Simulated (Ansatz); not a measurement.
C2H12Al2N2, SMILES `[CH3][Al@H-]1[NH2+][Al@@H-]([CH3])[NH2+]1` at its PBE0-D4/def2-TZVP geometry, where that method's forces vanish. The species carries charge 0 and has multiplicity 1.

```xyz
18

C     0.3366   -1.4683    2.0029
Al   -0.7704    0.0266    1.3840
N    -1.4740   -0.3434   -0.4063
Al   -0.2691    0.9651   -1.2271
C     1.1481    0.0516   -2.2270
N     0.3515    1.4143    0.5757
H    -0.2677   -2.3450    2.2582
H     1.0616   -1.7888    1.2460
H     0.9059   -1.2093    2.9017
H    -1.9062    0.7088    2.2742
H    -1.3422   -1.2970   -0.7239
H    -2.4587   -0.1313   -0.5191
H    -1.1207    2.1795   -1.8171
H     0.7722   -0.3897   -3.1560
H     1.6064   -0.7595   -1.6497
H     1.9538    0.7367   -2.5108
H     1.3469    1.2923    0.7230
H     0.1257    2.3572    0.8714
```

(1) What forces (eV/Å) does r2SCAN-D4/def2-TZVPP give on these atoms in Ansatz 0.2.0? (Estimate.)

Answers

(1) The calculation gave: 
```
C1  -0.036  0.041 -0.006
Al2 -0.015  0.003  0.024
N3   0.025  0.035  0.015
Al4 -0.007  0.018 -0.020
C5  -0.041  0.032  0.017
N6  -0.036 -0.024 -0.014
H7   0.030 -0.001  0.002
H8  -0.002 -0.012  0.024
H9   0.004 -0.027 -0.013
H10  0.019 -0.012 -0.014
H11 -0.029 -0.027 -0.015
H12 -0.027 -0.033 -0.016
H13  0.015 -0.021  0.009
H14  0.029 -0.004  0.009
H15  0.008  0.007 -0.025
H16  0.002 -0.029 -0.007
H17  0.028  0.028  0.015
H18  0.034  0.026  0.015
```
